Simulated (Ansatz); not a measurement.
Program: Ansatz. Geometries: PBE0-D4/def2-TZVP. ΔE: electronic, gas phase. CBS: MP2 limit from def2 TZ/QZ plus the TZ coupled-cluster correction, frozen cores. This one scheme is used for every species, atoms too. Functionals use def2-TZVPP. Open shells (•) are unrestricted, without spin–orbit coupling. Spin–orbit coupling would lower the free atoms: a little for C, F; strongly for Sn. def2 core potentials past Kr. Bonds to Sn are less sure, by a few kJ/mol each and by 10 to 20 or more in all where they break to atoms, as the def2 sets lack core-valence functions. One conformer a species, not always the lowest.

`C=[CH][SnH]([CH3])[F]` → 3 C• + F• + 7 H• + Sn•  (atomization)

```
          level  ΔE (eV)  difference from CCSD(T)/CBS
      revPBE-D4    45.14                        -0.62
      r2SCAN-D4    45.53                        -0.23
         B97M-V    45.75                        -0.01
        PBE0-D4    45.48                        -0.28
   CAM-B3LYP-D4    45.65                        -0.11
        ωB97X-V    45.62                        -0.14
           BLYP    44.82                        -0.94
  HF/def2-TZVPP    33.49                       -12.27
CCSD/def2-TZVPP    43.90                        -1.86
 CCSD/CBS(def2)    45.07                        -0.69
    CCSD(T)/CBS    45.76                            0
```

Largest T1 diagnostic among the species: 0.013.

From PBE to PBE0 (25 % exact exchange), in def2-TZVPP and without D4, ΔE moves by −0.73 eV: exact exchange takes away binding that semilocal exchange gives to molecules. In def2-TZVPP, CCSD(T) changes the Hartree–Fock value by +11.09 eV (the triples alone add +0.68 eV) and MP2 by +11.53 eV; breaking electron pairs costs correlation energy, which Hartree–Fock lacks. The D4 term adds +0.39 eV with B3LYP and +0.21 eV with PBE0; it sums over pairs of atoms, weighted by their polarisabilities, and B3LYP, whose exchange is more repulsive, gets the larger term.

B3LYP here is the variant with VWN-RPA as its local correlation; programs differ in this.

For atomizations the MP2-based limit and the directly extrapolated one differ by several kJ/mol either way, and by 10 to 25 for some Ge, Se and Sn compounds, so smaller differences from it don't rank the levels.
